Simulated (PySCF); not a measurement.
GeOBr₂, SMILES [O]=[Ge]([Br])[Br]. Atoms are numbered in the order given.

```xyz
4

Ge     0.0000     0.0000     0.7355
O      0.0000     0.0000     2.3700
Br     0.0000     1.8604    -0.6071
Br     0.0000    -1.8604    -0.6071
```
Charge 0, spin multiplicity 1.

Geometry: B3LYP-D3(BJ)/def2-SVP.

Calculation: PBE0/pcSseg-1 in PySCF.

GIAO shieldings, no solvent; atoms alike by connectivity are averaged. δ = σ(ref) − σ: ⁷³Ge against GeH4 (σ = 1658.3 ppm); ¹⁷O against H2O (σ = 334.2 ppm), references at their B3LYP-D3(BJ)/def2-TZVP geometries, non-relativistic (without spin–orbit terms, shifts of atoms bonded to Cl or Br come out too high).

Computed chemical shifts:
| nucleus | atoms | count | δ (ppm) |
|---|---|---|---|
| ⁷³Ge | Ge1 | 1 | 472.4 |
| ¹⁷O | O2 | 1 | 618.8 |
